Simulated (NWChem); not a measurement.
C3H8Si; SMILES [SiH2](C)C=C

```xyz
12

Si    -0.5513    -0.5172    -0.0724
C      0.6967    -1.9046     0.1672
C      0.2914     1.1113    -0.4564
C      0.1865     2.2051     0.3077
H     -1.4735    -0.8833    -1.1965
H     -1.3719    -0.3313     1.1669
H      1.3772    -1.6787     1.0025
H      0.1871    -2.8559     0.3855
H      1.3049    -2.0468    -0.7397
H      0.9138     1.1781    -1.3601
H      0.6958     3.1433     0.0584
H     -0.4179     2.2148     1.2223
```
Atoms are numbered in this order, from 1.

The geometry was optimised at PBE0/def2-SVP.

 Unshifted, non-relativistic core excitations; the lowest 4 roots alone, so stronger bands may lie above.

List the first Si K-edge excitations from B3LYP/6-311G** (spherical d), restricted-window TDA (NWChem).


```csv
state,energy (eV),dipole oscillator strength,leading excitation (squared amplitude)
S1,1796.5,0.0005,1s of atom 1 or its equivalents → LUMO (0.99)
S2,1798.0,0.0017,1s of atom 1 or its equivalents → LUMO+1 (0.55)
S3,1798.1,0.0017,1s of atom 1 or its equivalents → LUMO+2 (0.40)
S4,1798.7,0.0023,1s of atom 1 or its equivalents → LUMO+3 (0.50)
```
